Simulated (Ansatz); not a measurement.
One change: `CC(=O)[Te][SiH3]` becomes `CC(=O)F`.

Ansatz, PBE0-D4/def2-TZVP geometries, multiplicity 1. Each molecule was computed in one conformer, which needn't be the lowest.

Elements past krypton have def2 core potentials.  Spin–orbit coupling is left out; it splits and shifts lone-pair levels of the heavy atoms by tenths of an eV.

```json
{"property": "HOMO energy (PBE0/def2-TZVPP) / eV", "`CC(=O)[Te][SiH3]`": "-6.66"}
{"property": "size of the dipole moment (B3LYP/def2-TZVPP) / D", "`CC(=O)[Te][SiH3]`": "2.75"}
{"property": "LUMO energy (ωB97M-V/def2-TZVPP) / eV", "`CC(=O)[Te][SiH3]`": "0.83"}
{"property": "size of the dipole moment (PBE/def2-TZVPP) / D", "`CC(=O)[Te][SiH3]`": "2.54"}
{"property": "HOMO energy (PBE/def2-TZVPP) / eV", "`CC(=O)[Te][SiH3]`": "-5.65"}
{"property": "LUMO energy (PBE0/def2-TZVPP) / eV", "`CC(=O)[Te][SiH3]`": "-0.96"}
```

What does the change do to each property? (Best estimate.)

Computed: 
| property | `CC(=O)F` | shift |
| --- | --- | --- |
| HOMO energy (PBE0/def2-TZVPP) / eV | -8.99 | -2.33 |
| size of the dipole moment (B3LYP/def2-TZVPP) / D | 2.96 | 0.21 |
| LUMO energy (ωB97M-V/def2-TZVPP) / eV | 2.00 | 1.17 |
| size of the dipole moment (PBE/def2-TZVPP) / D | 2.83 | 0.29 |
| HOMO energy (PBE/def2-TZVPP) / eV | -7.26 | -1.61 |
| LUMO energy (PBE0/def2-TZVPP) / eV | -0.37 | 0.59 |

With PBE0 the HOMO falls by 2.33 eV and the LUMO rises by 0.59 eV, so the gap widens by about 2.92 eV. PBE moves the HOMO by -1.61 eV and ωB97M-V by -2.74 eV. Dipoles are sizes alone; their direction can turn.

B3LYP here is the variant with VWN-RPA as its local correlation; programs differ in this.
